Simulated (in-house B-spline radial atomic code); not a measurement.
A calculation on Cu2+ (an excited or competing configuration): its settings, and results tabulated from the run. Computed with a radial B-spline atomic code at the basis-set limit: Dirac-Hartree-Fock, average of configuration, Fermi nucleus of rms radius 3.8823 fm.

Command:
```bash
python run_scf.py task.json out
```
Settings (nuclear radius in fm, mass in u):
```
Z                29
configuration    [Ne] 3s2 3p5 3d9 6s1
hamiltonian      dirac
method           hf
spin_polarised   False
nucleus          fermi
rms_radius       3.8823
atomic_mass      62.9296
speed_of_light   137.035999084
```

Output (hartree, bohr):
```
 radial grid: 82 intervals, B-splines of order 8, outer radius 60 bohr

 iter        energy (Eh)    residual
    1      -1639.6645723    4.18e-01
    2      -1644.0441255    4.79e-01
    3      -1648.5044489    9.02e-02
    4      -1648.6921349    1.74e-02
    5      -1648.6959326    9.18e-03
    6      -1648.6973683    2.59e-03
    7      -1648.6975344    8.10e-05
    8      -1648.6975347    1.92e-05
    9      -1648.6975347    2.05e-06
   10      -1648.6975347    1.01e-07

 total energy                    -1648.697535
 kinetic                           1678.25604
 electron-nucleus                 -3937.11498
 electron-electron                  610.16141

 first-order corrections (not in the total)
   Gaunt                            0.74156
   retardation                     -0.06704
   frequency dependence            -0.00220
   self-energy                      0.49799
   Uehling                         -0.04487
   Wichmann-Kroll                   0.00034
   recoil                           0.01085

 orbital      occ     eigenvalue          <r>       <r^2>       <1/r>       r_max    small
 1s1/2      2.000     -334.48983    0.0520981   0.0036515     29.1646     0.03412  1.09e-02
 2s1/2      2.000      -43.40614     0.233778   0.0645387     6.39341      0.1961  2.09e-03
 2p1/2      2.000      -38.05958     0.204098   0.0512114     6.31089      0.1565  2.05e-03
 2p3/2      4.000      -37.29521     0.207352   0.0527298     6.17273      0.1592  2.02e-03
 3s1/2      2.000       -6.71854     0.704512    0.571718     2.00949      0.6116  4.56e-04
 3p1/2      1.667       -5.06717     0.728958    0.624129      1.8887      0.6134  4.16e-04
 3p3/2      3.333       -4.96397     0.737948    0.639437     1.85834      0.6209  4.08e-04
 3d3/2      3.600       -2.09143     0.841493    0.891432     1.54002      0.5917  2.96e-04
 3d5/2      5.400       -2.07827      0.84592    0.900798     1.53165      0.5945  2.93e-04
 6s1/2      1.000       -0.26346      8.59052     82.5106     0.15785       8.812  9.58e-06
```

Run time, properties included: 1.3 s on 1 thread of Arm Neoverse V2 (shared host).

For the Dirac Hamiltonian the kinetic term is c α·p + (β - 1)c².
